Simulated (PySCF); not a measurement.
An unknown is described by computed data only.

Formula: C3H5F3S.

| Item | Value |
| --- | --- |
| 1H NMR | chemical shifts (computed TMS as zero) by class: 2.67 (2 H), 2.25 (2 H), 1.56 (1 H) ppm [GIAO PBE0/pcSseg-1] |
| NMR, other nuclei | isotropic shieldings of nuclei other than C and H, by class: 258 (3 F), 587 (1 S) ppm [GIAO PBE0/pcSseg-1] |
| UV, first state | lowest singlet excitation: 5.56 eV (223 nm, f = 0.005) [TDDFT PBE0/def2-SVPD] |
| Triplet | lowest triplet excitation (Tamm–Dancoff): 5.10 eV [TDA PBE0/def2-SVPD] |
| Rotational structure | rotational constants A, B, C: 4.949, 0.941, 0.932 GHz [GFN2-xTB] |
| 13C NMR | chemical shifts (computed TMS as zero) by class: 133.8 (1 C), 45.8 (1 C), 24.8 (1 C) ppm [GIAO PBE0/pcSseg-1] |
| Dipole | 1.26 D [PBE0/def2-SVPD] |
| Polarisability | 61.1 au [PBE0/def2-SVPD] |

Electronic properties: PySCF, gas phase, density fitting. Levels stand in brackets. The structure is a single GFN2-xTB conformer in the gas phase; no vibrational or solvent corrections. NMR values are class means; diastereotopic atoms form classes of their own.

Problem. Propose a structure and show how it fits.

Solution. Numbering: `[F:1][C:2]([F:3])([F:4])[CH2:5][CH2:6][SH:7]`. Its formula, C3H5F3S, gives 0 degrees of unsaturation, so no ring and no π bond. 3 carbons fall into 3 classes; from least to most shielded: CF3 carbon [C2] (133.8 ppm), chain CH2 carbon [C5] (45.8 ppm), sp3 carbon bound to sulfur [C6] (24.8 ppm). Hydrogen classes from least to most shielded: 2 H on an sp3 carbon bound to sulfur, C6 (2.67 ppm, a mean of values up to 0.6 ppm apart in this geometry), 2 H on a chain CH2 carbon, C5 (2.25 ppm), 1 H on a thiol sulfur, S7 (1.56 ppm). The other shieldings belong to: 258 ppm, fluorine of a CF3 group [F1/F3/F4]; 587 ppm, thiol sulfur [S7]. By its constants the optimised geometry is a nearly prolate symmetric top. Structure: `FC(F)(F)CCS`. Computed isomers that give other values at the same levels: `CSCC(F)(F)F` (1H chemical shifts (computed TMS as zero) by class: 2.89 (2 H), 2.27 (3 H) ppm); `CCSC(F)(F)F` (13C chemical shifts (computed TMS as zero) by class: 142.5 (1 C), 33.2 (1 C), 12.8 (1 C) ppm). The assignments are read from this structure; whether some other isomer fits the data as well wasn't checked.

Shape of the structure used: `[F:1][C:2]([F:3])([F:4])[CH2:5][CH2:6][SH:7]`: F1–C2–C5–C6 180°, C2–C5–C6–S7 -179°, H–S7–C6–C5 -67°.
